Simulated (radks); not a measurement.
Results of a calculation; reference values are marked as such.
Valence configurations of Be+ (all share [He]). Level of theory: scalar-relativistic Kohn-Sham, PBE, spin-unpolarised, spherical densities, point nucleus; without spin polarisation the odd electron is poorly described (a radial shooting solver on a logarithmic mesh with Libxc functionals). Energies are relative to 2s1; eigenvalues in eV.

valence      E (eV)   e(2p)    e(2s)
2s1           0.000       -  -13.700
2p1           3.909  -9.855        -
2s0.5 2p0.5   1.958  -9.817  -13.727

NIST lists [He] 2s1 as the ground configuration; this level of theory agrees among the configurations tried. The energies are those of spherical spin-averaged densities, not of single terms.
